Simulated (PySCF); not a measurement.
## Two-component Hartree-Fock for Gd⁵¹⁺ (gadolinium, charge +51)

Start: [Ne] 3s2 3p1; 3p3/2 filled at m_j = +3/2. Calculated with PySCF 2.14 in an even-tempered Gaussian basis (18 s from 14 bohr⁻², ratio 2.4; 14 p from 18 bohr⁻², ratio 2.4; 4 d from 59 bohr⁻², ratio 2.6; 4 f from 89 bohr⁻², ratio 2.6): generalised Hartree-Fock with the X2C-1e Hamiltonian and a Gaussian nucleus; one run each with spin-orbit coupling (SO) screened by Boettger's factors, then bare. This is a chosen level, not necessarily the ground level.

| spinor shell | electrons | ε, screened SO (eV) | ε, bare SO (eV) | weight of nominal j (bare SO) | rms radius, bare SO (bohr) |
| --- | --- | --- | --- | --- | --- |
| 1s1/2 | 2 | -54231.2 | -54230.8 | 1.000 | 0.0249 |
| 2s1/2 | 2 | -11985.7 | -11985.6 | 1.000 | 0.0990 |
| 2p1/2 | 2 | -11580.6 | -11599.2 | 1.000 | 0.0846 |
| 2p3/2 | 4 | -10862.5 | -10855.9 | 1.000 | 0.0908 |
| 3s1/2 | 2 | -4818.6 | -4818.6 | 1.000 | 0.237 |
| 3p3/2 | 1 | -4511.9 | -4510.1 | 1.000 | 0.234 |

```
   quantity  screened SO      bare SO
E (hartree)  -8574.20320  -8574.54757
        M_J          3/2          3/2
       ⟨J²⟩        3.750        3.750
       ⟨L²⟩        2.016        2.017
       ⟨S²⟩        0.766        0.767
```

Each row is a mean over spinors that exchange with the open shell spreads, by up to 23.963 eV (3s1/2).

Breit and QED terms are absent; they matter most for the inner s and p1/2 levels.

Densities and radii are taken from the X2C orbitals without a picture-change correction, which distorts them close to the nucleus.
